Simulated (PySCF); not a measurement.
Molecule: ethyl butyl ether, C₆H₁₄O.

Geometry:
```csv
atom,x (Å),y (Å),z (Å)
C1,-3.152,-0.669,-0.300
C2,-1.751,-0.554,0.278
C3,-1.148,0.835,0.123
C4,0.267,0.939,0.648
O5,1.093,0.071,-0.072
C6,2.415,0.039,0.380
C7,3.205,-0.924,-0.474
H8,-3.563,-1.681,-0.168
H9,-3.846,0.037,0.183
H10,-3.158,-0.447,-1.379
H11,-1.765,-0.823,1.349
H12,-1.078,-1.280,-0.206
H13,-1.770,1.581,0.647
H14,-1.147,1.123,-0.943
H15,0.635,1.984,0.562
H16,0.291,0.684,1.730
H17,2.450,-0.270,1.446
H18,2.864,1.054,0.335
H19,3.171,-0.616,-1.530
H20,4.256,-0.957,-0.154
H21,2.784,-1.938,-0.402
```

Geometry PBE0-D3(BJ)/def2-SVP throughout; GIAO in PySCF 2.14, gas phase, one conformer, non-relativistic; equivalent atoms averaged; basis pcSseg-1.

For orientation, PBE gives these absolute shieldings σ: C4 103.9, C6 108.6, C3 142.4, C7 162.5, C1 163.2, O5 262.7, H15/H16 27.75, H11/H12 29.78, H13/H14 29.80 ppm.

A run gave: C4 111.6, C6 116.2, C3 148.9, C7 167.0, C1 168.0, O5 280.3, H15/H16 28.02, H11/H12 29.92, H13/H14 29.97 ppm (absolute shieldings σ).

**Question.** Which functional was used in that run?
A. PBE0
B. B3LYP
C. WP04
D. BHandHLYP
E. KT3

**Answer.** A. O5 tells them apart best: PBE0 gives 280.3, KT3 gives 262.1, WP04 gives 267.1, B3LYP gives 270.8, BHandHLYP gives 288.5 ppm.
